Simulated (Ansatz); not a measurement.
Born–Oppenheimer molecular dynamics of CH$_{6}$F$_{2}$Si$_{2}$ (11 atoms, charge 0, multiplicity 1). It goes on from the last frame of an earlier run, with new velocities.

The calculation used RKS CAM-B3LYP-D4/STO-3G (Ansatz 0.2.0).

| Item | Value |
| --- | --- |
| ensemble | NVT, Langevin thermostat |
| time step | 0.5 fs |
| steps asked | 100 |
| set temperature | 300 K |
| friction | 0.05 /fs |
| seed | 60731 |

First frame:

```xyz
11
Properties=species:S:1:pos:R:3
Si 0.086 0.171 0.088
Si -0.243 -0.142 2.360
H -1.602 0.164 2.628
H 0.014 -1.461 2.876
H 0.662 0.750 3.077
F 1.599 0.379 -0.294
C -0.882 1.575 -0.546
H -0.301 2.323 -1.094
H -1.556 1.152 -1.328
H -1.563 2.136 0.153
F -0.373 -1.154 -0.756
```

(1) How far do the bonds stretch over the last three quarters of this one trajectory? (Pairs bonded in most of those frames.)

## Answers

(1) 
```json
{"bond": "Si1–Si2", "mean (Å)": "2.295", "spread (Å)": "0.031", "shortest": "2.25", "longest": "2.34"}
{"bond": "Si1–F6", "mean (Å)": "1.645", "spread (Å)": "0.026", "shortest": "1.60", "longest": "1.68"}
{"bond": "Si1–C7", "mean (Å)": "1.871", "spread (Å)": "0.045", "shortest": "1.81", "longest": "1.93"}
{"bond": "Si1–F11", "mean (Å)": "1.635", "spread (Å)": "0.008", "shortest": "1.62", "longest": "1.64"}
{"bond": "Si2–H3", "mean (Å)": "1.442", "spread (Å)": "0.026", "shortest": "1.40", "longest": "1.49"}
{"bond": "Si2–H4", "mean (Å)": "1.445", "spread (Å)": "0.044", "shortest": "1.36", "longest": "1.52"}
{"bond": "Si2–H5", "mean (Å)": "1.438", "spread (Å)": "0.019", "shortest": "1.41", "longest": "1.47"}
{"bond": "C7–H8", "mean (Å)": "1.093", "spread (Å)": "0.018", "shortest": "1.06", "longest": "1.13"}
{"bond": "C7–H9", "mean (Å)": "1.098", "spread (Å)": "0.022", "shortest": "1.05", "longest": "1.14"}
{"bond": "C7–H10", "mean (Å)": "1.094", "spread (Å)": "0.012", "shortest": "1.07", "longest": "1.12"}
```

Mean temperature of the second half: 258 K. The mean temperature of the second half is 14 % below the set value. A run of 0.05 ps of so small a system gives no equilibrium averages. Limits of this set-up: minimal basis.

The run took 3.8 min on 1 thread of Arm Neoverse V2 (shared host), peak memory 0.12 GiB.
